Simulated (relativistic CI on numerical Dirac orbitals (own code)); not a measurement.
# How well does a small relativistic CI reproduce Ni5+?

Method of calculation: Dirac-Coulomb-Breit CI, KLI orbitals optimised for each configuration, model QED (radiative potential, 1s self-energy scaled to tabulated hydrogen-like ionisation energies), valence Slater integrals scaled by 0.85, P86 correlation energy added to each configuration (own radial code, finite nucleus).

CI space (outside the closed core [Ne]): 3s2 3p6 3d5, 3s2 3p6 3d4 4s, 3s2 3p5 3d6, 3s2 3p6 3d4 4p, 3s2 3p6 3d4 4d, 3s2 3p4 3d7, 3s2 3p6 3d4 5s, 3s 3p6 3d6, 3s2 3p6 3d4 5p, 3s2 3p6 3d4 4f, 3s2 3p6 3d3 4s2, 3s2 3p6 3d4 5d, 3s2 3p6 3d4 5f, 3s2 3p6 3d4 5g, 3s2 3p6 3d3 4s 4p, 3p6 3d7. Levels of other configurations are missing.

| Configuration | Term (tabulated) | J | Measured (cm⁻¹) | Computed | Error | Purity (%) |
| --- | --- | --- | --- | --- | --- | --- |
| 3s2 3p6 3d5 | 6S | 5/2 | 0.0 | 0 | 0 | 99 |
| 3s2 3p6 3d5 | 4G | 11/2 | 41920.9 | 39843 | -2078 | 99 |
| 3s2 3p6 3d5 | 4P | 5/2 | 45884.2 | 41138 | -4746 | 93 |
| 3s2 3p6 3d5 | 4P | 3/2 | 46104.4 | 41334 | -4770 | 95 |
| 3s2 3p6 3d5 | 4P | 1/2 | 46324.8 | 41492 | -4832 | 98 |
| 3s2 3p6 3d5 | 4D | 7/2 | 50331.0 | 47023 | -3308 | 98 |
| 3s2 3p6 3d5 | 2I | 11/2 | 61196.0 | 58659 | -2537 | 97 |
| 3s2 3p6 3d5 | 2I | 13/2 | 61279.5 | 58792 | -2487 | 100 |
| 3s2 3p6 3d5 | 2D3 | 5/2 | 64152.4 | 58197 | -5956 | 67 |
| 3s2 3p6 3d5 | 2D3 | 3/2 | 65173.5 | 59257 | -5917 | 93 |
| 3s2 3p6 3d5 | 2F1 | 7/2 | 67085.1 | 61106 | -5979 | 96 |
| 3s2 3p6 3d5 | 2H | 9/2 | 72908.8 | 67813 | -5096 | 83 |
| 3s2 3p6 3d5 | 2H | 11/2 | 73756.6 | 68528 | -5228 | 97 |
| 3s2 3p6 3d5 | 2G2 | 7/2 | 74627.7 | 70181 | -4446 | 98 |
| 3s2 3p6 3d5 | 2G2 | 9/2 | 75441.7 | 70798 | -4643 | 81 |
| 3s2 3p6 3d5 | 2F2 | 7/2 | 79608.3 | 74409 | -5200 | 98 |
| 3s2 3p6 3d5 | 2S | 1/2 | 86532.1 | 80376 | -6156 | 99 |
| 3s2 3p6 3d5 | 2D2 | 3/2 | 96461.2 | 88676 | -7785 | 99 |
| 3s2 3p6 3d5 | 2D2 | 5/2 | 96566.5 | 88807 | -7759 | 98 |
| 3s2 3p6 3d5 | 2P | 3/2 | 129951.6 | 120419 | -9533 | 98 |
| 3s2 3p6 3d5 | 2P | 1/2 | 130025.9 | 120509 | -9517 | 99 |
| 3s2 3p6 3d5 | 2D1 | 5/2 | 140922.2 | 129226 | -11696 | 99 |
| 3s2 3p6 3d5 | 2D1 | 3/2 | 141006.8 | 129332 | -11675 | 98 |
| 3s2 3p6 3d4 4s | 6D | 1/2 | 295882.7 | 304877 | 8994 | 100 |
| 3s2 3p6 3d4 4s | 6D | 3/2 | 296198.1 | 305185 | 8987 | 100 |
| 3s2 3p6 3d4 4s | 6D | 5/2 | 296696.7 | 305674 | 8977 | 100 |
| 3s2 3p6 3d4 4s | 6D | 7/2 | 297350.5 | 306315 | 8964 | 100 |
| 3s2 3p6 3d4 4s | 6D | 9/2 | 298130.5 | 307079 | 8948 | 100 |
| 3s2 3p6 3d4 4s | 4D | 1/2 | 307843.9 | 316498 | 8654 | 99 |
| 3s2 3p6 3d4 4s | 4D | 3/2 | 308323.8 | 316970 | 8646 | 99 |
| 3s2 3p6 3d4 4s | 4D | 5/2 | 309054.9 | 317687 | 8633 | 100 |
| 3s2 3p6 3d4 4s | 4D | 7/2 | 309977.1 | 318591 | 8614 | 99 |
| 3s2 3p6 3d4 4s | 4P | 1/2 | 328437.2 | 336719 | 8282 | 98 |
| 3s2 3p6 3d4 4s | 4H | 7/2 | 329486.2 | 335018 | 5532 | 98 |
| 3s2 3p6 3d4 4s | 4H | 9/2 | 329754.2 | 335287 | 5533 | 97 |
| 3s2 3p6 3d4 4s | 4P | 3/2 | 330001.6 | 338215 | 8214 | 98 |
| 3s2 3p6 3d4 4s | 4H | 11/2 | 330141.0 | 335638 | 5497 | 98 |
| 3s2 3p6 3d4 4s | 4H | 13/2 | 330580.5 | 336031 | 5451 | 99 |
| 3s2 3p6 3d4 4s | 4F | 7/2 | 332175.4 | 339604 | 7429 | 88 |
| 3s2 3p6 3d4 4s | 4F | 9/2 | 332343.6 | 339756 | 7412 | 87 |
| 3s2 3p6 3d4 4s | 4P | 5/2 | 332344.8 | 340505 | 8160 | 99 |
| 3s2 3p6 3d4 4s | 4G | 5/2 | 335384.5 | 342308 | 6923 | 89 |
| 3s2 3p6 3d4 4s | 4G | 7/2 | 335976.0 | 342878 | 6902 | 87 |
| 3s2 3p6 3d4 4s | 4G † | 9/2 | 336344.9 | 343312 | 6967 | 87 |
| 3s2 3p6 3d4 4s | 2P | 1/2 | 336404.8 | 344419 | 8014 | 97 |
| 3s2 3p6 3d4 4s | 4G † | 11/2 | 336430.4 | 343862 | 7432 | 71 |
| 3s2 3p6 3d4 4s | 2H † | 9/2 | 337007.7 | 342227 | 5219 | 93 |
| 3s2 3p6 3d4 4s | 2H † | 11/2 | 337993.9 | 342584 | 4590 | 70 |
| 3s2 3p6 3d4 4s | 2P | 3/2 | 339260.1 | 347191 | 7931 | 97 |
| 3s2 3p6 3d4 4s | 2F | 7/2 | 339335.8 | 346587 | 7251 | 85 |
| 3s2 3p6 3d4 4s | 2F | 5/2 | 339482.4 | 346768 | 7285 | 96 |
| 3s2 3p6 3d4 4s | 2G | 7/2 | 343052.0 | 349767 | 6715 | 90 |
| 3s2 3p6 3d4 4s | 2G | 9/2 | 343842.6 | 350424 | 6581 | 98 |

Measured levels from Corliss and Sugar, J. Phys. Chem. Ref. Data 10, 197 (1981); pairs were made by configuration, J and term (by order where the table uses no LS term), so strongly mixed levels may be paired wrongly. Some J values or terms of the table were assigned by a fit.

Mean error by configuration (cm⁻¹): 3s2 3p6 3d5 -5970; 3s2 3p6 3d4 4s 7636. Over the excited levels the mean absolute error is 6872 cm⁻¹ (52 of the 54 excited levels that our extract of the source holds in range could be paired, and the others can miss by more), and the median relative error of those above 1,000 cm⁻¹ is 3 %. Some levels of the ground configuration have no partner. † marks terms whose computed intervals miss the measured ones by more than a factor of 2.5, or configurations far off the rest, from wrong mixing, a near crossing or a doubtful label or measurement; they are left out of the means.
